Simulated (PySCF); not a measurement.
# Polarisability and C₆ of Cr (chromium, neutral)

[Ar] 3d5 4s1, high-spin 7S determinant. Computed with PySCF 2.14 in aug-cc-pwCVTZ-DK with one added diffuse shell each of s, p, d, f, g type (11s10p8d5f4g, 152 functions), with scalar relativity by spin-free X2C-1e. Coupled (time-dependent) response in atomic units; α is the mean over directions.

```json
{"method": "PBE", "mean α (bohr³)": "70.98", "C₆ (like pair)": "595.5", "S(−4)": "3737"}
```

S(−4) is the Cauchy moment in α(ω) = α(0) + S(−4) ω² + …

Reference α: 83 ± 12 bohr³ (recommended; Schwerdtfeger and Nagle, table of static dipole polarizabilities (2023 update)). Published C₆: 602.0 (Chu and Dalgarno (2004); Tang, Norbeck and Certain (1976)).

α(iu) at PBE:

```
u (hartree)  α(iu) (bohr³)
          0          70.98
     0.0500          62.90
      0.100          47.81
      0.200          26.65
      0.300          16.91
      0.500          9.122
      0.750          5.545
       1.00          3.881
       1.50          2.317
       2.00          1.581
       3.00         0.8880
       5.00         0.4017
```

A single London oscillator, α(iu) = α/(1 + u²/ω²), gives C₆ = (3/4) ω α². Matching the computed C₆ needs ω = 4 × 595.5 / (3 × 70.98²) = 0.158 hartree.
